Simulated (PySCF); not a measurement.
Species: C₃H₇ClSi₂.
SMILES with atom numbers: `[CH3:1][C:2]#[C:3][Si@@H:4]([SiH3:5])[Cl:6]` (hydrogens: H7, H8, H9 on C1; H10 on Si4; H11, H12, H13 on Si5)

Theory: PBE0-D3(BJ)/def2-SVP geometry optimisation, gas phase (PySCF).

**Question.** Give the optimised bond lengths and angles.

**Answer.** 
```
                     bond  length (Å)
                    C1–C2       1.449
                    C2≡C3       1.220
                   C3–Si4       1.818
                  Si4–Si5       2.339
                  Si4–Cl6       2.082
      C1–H7, C1–H8, C1–H9       1.101
                  Si4–H10       1.491
Si5–H11, Si5–H12, Si5–H13       1.495
```

Bonds in one row agree within 0.01 Å and their mean is given. A selection of angles:
```
      angle  degrees
   C2–C1–H7    111.0
   H7–C1–H8    108.0
   C1–C2–C3    179.7
  C2–C3–Si4    177.2
 C3–Si4–Si5    109.6
 C3–Si4–Cl6    109.9
 C3–Si4–H10    109.7
Si5–Si4–Cl6    107.2
Si5–Si4–H10    113.0
Cl6–Si4–H10    107.3
Si4–Si5–H11    110.0
H11–Si5–H12    109.3
```

The 2 C–C bonds span 1.220 Å (C2≡C3, drawn triple) to 1.449 Å (C1–C2, drawn single), a spread of 0.229 Å. Si5 (SiH3 silicon) is tetrahedral (angles from 108.6° to 110.4°). Si4 (chlorine-bound silicon) is distorted tetrahedral (angles from 107.2° to 113.0°).

Point group: C1 (no symmetry element, even within 0.4 Å). No PBE0-D3(BJ)/def2-SVP frequencies stand behind this structure, so it isn't proved a minimum.

Hardware: one thread of an Arm Neoverse V1, no GPU, shared host. Cost: 47 s, 0.51 GiB resident at most. That covers the optimisation of the geometry.
